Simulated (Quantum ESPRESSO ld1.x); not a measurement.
The xenon ion Xe41+, 13 electrons, occupied as [Ne] 3s2 3p1.

All-electron calculation, Dirac Kohn-Sham, PW91, spin-unpolarised, spherical densities, point nucleus; open shells are shared between the two j in proportion to 2j + 1. Program: ld1.x of Quantum ESPRESSO 7.5.

Energy parts (eV):
part                   energy
total                 -161115
kinetic                173183
electron-nucleus      -350639
Hartree                 19152
exchange-correlation    -2810

Orbitals (lengths in bohr, moments of r in powers of bohr; r(max) is where P^2 peaks):
1s1/2: occ. 2; eigenvalue (eV) -36979.2; <r^4> 2.426e-06; r(max) 0.017
2s1/2: occ. 2; eigenvalue (eV) -7832.68; <r^4> 0.0003781; r(max) 0.096
2p1/2: occ. 2; eigenvalue (eV) -7545.09; <r^4> 0.0002376; r(max) 0.074
2p3/2: occ. 4; eigenvalue (eV) -7209.41; <r^4> 0.0002845; r(max) 0.079
3s1/2: occ. 2; eigenvalue (eV) -3131.66; <r^4> 0.01038; r(max) 0.260
3p1/2: occ. 0.333333; eigenvalue (eV) -3029.90; <r^4> 0.008979; r(max) 0.243
3p3/2: occ. 0.666667; eigenvalue (eV) -2944.11; <r^4> 0.01007; r(max) 0.251
3d3/2: occ. 0; eigenvalue (eV) -2802.68; <r^4> 0.006189; r(max) 0.196
3d5/2: occ. 0; eigenvalue (eV) -2781.97; <r^4> 0.006414; r(max) 0.198
4s1/2: occ. 0; eigenvalue (eV) -1669.00; <r^4> 0.1126; r(max) 0.512
4p1/2: occ. 0; eigenvalue (eV) -1626.06; <r^4> 0.1072; r(max) 0.504
4p3/2: occ. 0; eigenvalue (eV) -1592.15; <r^4> 0.1164; r(max) 0.512
4f5/2: occ. 0; eigenvalue (eV) -1490.38; <r^4> 0.05637; r(max) 0.372
4f7/2: occ. 0; eigenvalue (eV) -1487.05; <r^4> 0.05705; r(max) 0.372

The highest occupied level is 3p3/2 at -2944.1 eV. Summed over all electrons, <r^2> = 0.3510 bohr^2, which gives a Langevin (diamagnetic) susceptibility term of -0.278 x 10^-6 cm^3/mol.
